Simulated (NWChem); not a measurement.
Molecule: BeHSeBr; SMILES [SeH][Be][Br]

```xyz
4

Be     0.0030    -0.0320     0.0000
Br     0.0115    -1.9928     0.0000
Se     0.0303     1.9958     0.0000
H     -1.4442     2.0196     0.0000
```
Atoms are numbered in this order, from 1.

Computed with NWChem. All runs use the structure optimised with PBE0/def2-SVP. Vertical excitations in the gas phase; the lowest state need not have the same character in each row.

For level B3LYP/def2-SVPD, full TDDFT:

- lowest excitation, singlet (eV): 4.75
- lowest state with f > 0.02, singlet (eV): 5.41
- orbital gap (eV): 5.93

**Question.** How do the values read with level PBE/def2-SVPD, full TDDFT instead?

**Answer.** 
- lowest excitation, singlet (eV) = 4.47
- lowest state with f > 0.02, singlet (eV) = 5.19
- orbital gap (eV) = 4.44
